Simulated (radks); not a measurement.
Hg3+, 77 electrons, occupied as [Kr] 4d10 4f14 5s1.75 5p6 5d9 5f0.25 (fractional occupations, a model configuration).

Calculated with a radial shooting solver on a logarithmic mesh with Libxc functionals: scalar-relativistic Kohn-Sham, r2SCAN, spin-polarised, spherical densities, finite nucleus; open shells are filled with parallel spins first (spin-orbit coupling, left out, can overturn this in heavy ions); meta-GGA in the generalised Kohn-Sham scheme; Fermi nuclear charge, rms radius 5.4648 fm.

Energy parts (hartree):
| part | energy |
|---|---|
| total | -19616.5154 |
| kinetic | 22008.8955 |
| electron-nucleus | -48754.5173 |
| Hartree | 7498.7746 |
| exchange-correlation | -369.6682 |

Orbitals (lengths in bohr, moments of r in powers of bohr; <r^-3> diverges for s and p1/2):
orbital  occ.  eigenvalue (hartree)      <r>       <r^4>  <r^-3>
1s up       1             -3060.419  0.01659   3.999e-07       -
1s down     1             -3060.418  0.01659   3.999e-07       -
2s up       1             -544.6362  0.06992  0.00005828       -
2s down     1             -544.6300  0.06992  0.00005828       -
2p up       3             -469.8433  0.06329  0.00004767   26790
2p down     3             -469.8381  0.06329  0.00004767   26790
3s up       1             -130.7239   0.1805    0.002095       -
3s down     1             -130.7219   0.1805    0.002095       -
3p up       3             -109.0191   0.1820    0.002318    6174
3p down     3             -109.0167   0.1820    0.002318    6173
3d up       5             -86.11329   0.1651    0.001786   758.6
3d down     5             -86.10872   0.1651    0.001786   758.6
4s up       1             -30.07727   0.3992     0.04655       -
4s down     1             -30.06995   0.3992     0.04654       -
4p up       3             -22.92982   0.4250     0.06223    1492
4p down     3             -22.92303   0.4250     0.06218    1491
4d up       5             -14.39883   0.4487     0.08553   161.3
4d down     5             -14.39064   0.4486     0.08534   161.4
4f up       7              -4.95893   0.4822      0.1588   31.68
4f down     7              -4.94816   0.4816      0.1574   31.73
5s up       1              -5.81459   0.9022       1.202       -
5s down  0.75              -5.77037   0.9016       1.199       -
5p up       3              -3.88296    1.032       2.143   260.8
5p down     3              -3.83708    1.032       2.147   261.2
5d up       5              -1.67346    1.359       7.506   18.07
5d down     4              -1.63148    1.365       7.661   17.94
5f up    0.25              -0.38697    4.270       704.5  0.1649

The highest occupied level is 5f up at -10.530 eV. The electron density at the nucleus is 2.499e+06 e/bohr^3 (large components only). Summed over all electrons, <r^2> = 41.79 bohr^2, which gives a Langevin (diamagnetic) susceptibility term of -33.1 x 10^-6 cm^3/mol.
